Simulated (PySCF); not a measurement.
ZrI3, SMILES [I][Zr+]([I])[I], charge +1, multiplicity 1.

Geometry optimised at PBE0-D3(BJ)/def2-SVP. The spin state was assumed, not searched. The isomer is the one that the SMILES or the coordinates give; other isomers of the formula were not compared. The def2 effective core potentials stand for the cores of I, Zr; spin–orbit coupling is left out.

All values below come from PySCF with PBE0-D3(BJ)/def2-SVP.

Frequencies are harmonic and unscaled.

Modes within 1.5 cm⁻¹ of each other (mostly degenerate sets) share a row, with their intensities summed.

```json
[
 {"mode": "1–3", "ν (cm⁻¹)": "57", "IR (km/mol)": "3.5", "moving atoms (share of kinetic energy)": "I 90 %, Zr 10 %"},
 {"mode": "4", "ν (cm⁻¹)": "227", "IR (km/mol)": "5.7", "moving atoms (share of kinetic energy)": "I 62 %, Zr 38 %"},
 {"mode": "5–6", "ν (cm⁻¹)": "290", "IR (km/mol)": "114.8", "moving atoms (share of kinetic energy)": "Zr 67 %, I 33 %"}
]
```
